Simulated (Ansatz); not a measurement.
Cl2Zn (SMILES [Cl][Zn][Cl]), singlet, at a GFN2-xTB geometry (such geometries of metal compounds can be far from the true shape); R2SCAN/6-31G** run with Ansatz (an electronic-structure program).

Ansatz was given this input:
Ansatz 0.2 input:
```yaml
crystal:
  periodic: [false, false, false]
  atoms:
    - {symbol: Zn, position_ang: [0.10825094, 0.38059368, 0.21210131]}
    - {symbol: Cl, position_ang: [1.30904056, -0.00597581, -1.49586408]}
    - {symbol: Cl, position_ang: [-1.50007163, -0.66566009, 1.12156766]}
basis:
  gaussian:
    orbitals: 6-31G__.json
hamiltonian:
  xc: r2scan
```
The basis file holds 6-31G** in the JSON format of the Basis Set Exchange.

### Question
Predict the main parts of the log of this Ansatz run.

### Answer

```
Functional definition: r2SCAN
836 factors; their error is unknown
mean field evaluation 1: about -73452.7221 eV, gradient 3.8e1 eV
mean field evaluation 2: about -73445.0861 eV, gradient 7.3e1 eV
mean field evaluation 4: about -73455.6124 eV, gradient 2.3e0 eV
mean field evaluation 8: about -73455.6051 eV, gradient 1.6e-2 eV
mean field -73455.60507906 eV, -2699.4436966580 hartree, gradient 5.3e-5 eV, S^2 0.000000; 0 other end points of the search recorded, 0 dependent functions left out
reference -73455.60509082 eV, -2699.4436970902 hartree; 32, 32 occupied and 42, 42 virtual orbitals, 836 factors
Total energy: -73455.60509082 eV, -2699.4436970902 hartree
```
